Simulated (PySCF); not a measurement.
Structure problem from calculated spectra and properties.

Formula: C6H8O2S.

| Property | Result |
| --- | --- |
| 13C NMR | chemical shifts (computed TMS as zero) by class: 160.7 (1 C), 130.9 (1 C), 128.6 (1 C), 117.6 (1 C), 63.7 (1 C), 58.5 (1 C) ppm [GIAO PBE0/pcSseg-1] |
| Dipole | 3.43 D [PBE0/pcSseg-1] |
| NMR, other nuclei | isotropic shieldings of nuclei other than C and H, by class: 253 (1 O), 306 (1 O), 307 (1 S) ppm [GIAO PBE0/pcSseg-1] |
| Rotational structure | rotational constants A, B, C: 1.758, 1.382, 0.799 GHz [GFN2-xTB] |
| 1H NMR | chemical shifts (computed TMS as zero) by class: 6.92 (1 H), 6.75 (1 H), 5.00 (2 H), 4.06 (3 H), 2.78 (1 H) ppm [GIAO PBE0/pcSseg-1] |

The electronic properties come from PySCF, for the isolated species, density fitting. Levels stand in brackets. One conformer (not necessarily the lowest) at the GFN2-xTB geometry, without solvent, vibrations or thermal averaging. NMR values are class means; diastereotopic atoms form classes of their own.

Question: What is the compound? Reason from the data.

Answer: Numbering: `[CH3:1][O:2][c:3]1[cH:4][cH:5][s:6][c:7]1[CH2:8][OH:9]`. Its formula, C6H8O2S, gives 3 degrees of unsaturation: 1 ring and 2 π bonds in the structure found (Kekulé form). 6 carbons fall into 6 classes; from least to most shielded: aromatic carbon bearing oxygen [C3] (160.7 ppm), substituted aromatic carbon [C7] (130.9 ppm), aromatic CH next to a ring sulfur [C5] (128.6 ppm), aromatic CH carbon [C4] (117.6 ppm), carbinol carbon (C–OH) [C8] (63.7 ppm), methoxy carbon [C1] (58.5 ppm). Hydrogen classes from least to most shielded: 1 H on an aromatic CH next to a ring sulfur, C5 (6.92 ppm), 1 H on an aromatic CH carbon, C4 (6.75 ppm), 2 H on a carbinol carbon (C–OH), C8 (5.00 ppm, a mean of values up to 0.9 ppm apart in this geometry), 3 H on a methoxy carbon, C1 (4.06 ppm), 1 H on an alcohol oxygen, O9 (2.78 ppm). The other shieldings belong to: 253 ppm, aryl ether oxygen [O2]; 306 ppm, alcohol oxygen [O9]; 307 ppm, thiophene-type sulfur [S6]. The optimised geometry has point group C1 and is an asymmetric top. Structure: `COc1ccsc1CO`. Computed isomers that give other values at the same levels: `O=CO[C@@H]1CCC(=S)C1` (13C chemical shifts (computed TMS as zero) by class: 282.8 (1 C), 165.3 (1 C), 79.3 (1 C), 62.9 (1 C), 53.9 (1 C), 36.2 (1 C) ppm); `O=COC/C=C1\CCS1` (13C chemical shifts (computed TMS as zero) by class: 165.6 (1 C), 155.6 (1 C), 119.9 (1 C), 62.5 (1 C), 34.2 (1 C), 26.6 (1 C) ppm); `CS(=O)(=O)C1=CCC=C1` (13C chemical shifts (computed TMS as zero) by class: 158.1 (1 C), 148.9 (1 C), 143.9 (1 C), 137.3 (1 C), 50.1 (1 C), 46.0 (1 C) ppm). The assignments are read from this structure; whether some other isomer fits the data as well wasn't checked.

Conformer computed: `[CH3:1][O:2][c:3]1[cH:4][cH:5][s:6][c:7]1[CH2:8][OH:9]`: C1–O2–C3–C4 1°, S6–C7–C8–O9 -135°, H–O9–C8–C7 -51°.
